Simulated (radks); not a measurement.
Valence configurations of neutral technetium (all share [Kr]). Calculated with a radial shooting solver on a logarithmic mesh with Libxc functionals: Dirac Kohn-Sham, PBE, spin-unpolarised, spherical densities, finite nucleus; open shells fill j = l - 1/2 first; Fermi nuclear charge, rms radius 4.4112 fm. Energies are relative to 4d5 5s2; eigenvalues in eV.

4d5 5s2: E (eV) 0.000; e(4d3/2) -6.763; e(4d5/2) -6.479; e(5s1/2) -5.027
4d5 5s1 5p1: E (eV) 3.639; e(4d3/2) -8.057; e(4d5/2) -7.767; e(5p1/2) -2.150; e(5s1/2) -5.885
4d3 5s2 5p2: E (eV) 15.591; e(4d3/2) -14.290; e(5p1/2) -3.566; e(5s1/2) -8.296
4d4.5 5s2 5p0.5: E (eV) 2.814; e(4d3/2) -8.638; e(4d5/2) -8.338; e(5p1/2) -2.063; e(5s1/2) -5.920
4d6 5s1: E (eV) -0.783; e(4d3/2) -4.575; e(4d5/2) -4.317; e(5s1/2) -4.155
4d4 5s2 5p1: E (eV) 6.281; e(4d3/2) -10.505; e(5p1/2) -2.589; e(5s1/2) -6.749
4d5 5p2: E (eV) 7.458; e(4d3/2) -9.192; e(4d5/2) -8.898; e(5p1/2) -2.705
4d4 5p3: E (eV) 15.119; e(4d3/2) -12.744; e(5p1/2) -3.648; e(5p3/2) -3.424
4d5 5s1.5 5p0.5: E (eV) 1.795; e(4d3/2) -7.436; e(4d5/2) -7.149; e(5p1/2) -1.839; e(5s1/2) -5.479
4d6 5s0.5 5p0.5: E (eV) 0.799; e(4d3/2) -5.281; e(4d5/2) -5.020; e(5p1/2) -1.431; e(5s1/2) -4.653

NIST lists [Kr] 4d5 5s2 as the ground configuration; this level of theory puts 4d6 5s1 lower, by 0.783 eV. The energies are those of spherical spin-averaged densities, not of single terms.
